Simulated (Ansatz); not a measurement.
CH₃FGeO, SMILES `C[O][Ge][F]`. The species carries charge 0 and has multiplicity 1. Geometry: relaxed with PBE0-D4/def2-TZVP. It is one conformer, not always the lowest.

```xyz
7

C    -0.263    0.627    0.462
O     0.527   -0.524    0.674
Ge    0.984   -1.775   -0.484
F     0.167   -1.139   -1.917
H    -0.600    0.709   -0.574
H    -1.136    0.588    1.120
H     0.322    1.514    0.719
```

(1) What is the dipole moment at B3LYP/def2-TZVPP? (Estimate.)

(2) And with PBE, r2SCAN, ωB97M-V? (Estimate.)

(3) Give the Mulliken charges with B3LYP, PBE, r2SCAN in def2-TZVPP. (Best estimate.)

## Answers

(1) The calculation gave: 0.87 D, with components (0.27, -0.04, 0.83) D in this frame, pointing from negative to positive charge.

(2) Ansatz gave: PBE 0.83 D, r2SCAN 0.85 D, ωB97M-V 0.84 D.

(3) The calculation gave: 
| atom | B3LYP | PBE | r2SCAN |
| --- | --- | --- | --- |
| C1 | -0.12 | -0.14 | 0.00 |
| O2 | -0.41 | -0.33 | -0.41 |
| Ge3 | 0.62 | 0.53 | 0.60 |
| F4 | -0.40 | -0.36 | -0.40 |
| H5 | 0.11 | 0.10 | 0.08 |
| H6 | 0.10 | 0.10 | 0.06 |
| H7 | 0.10 | 0.10 | 0.06 |

B3LYP here is the variant with VWN-RPA as its local correlation; programs differ in this.
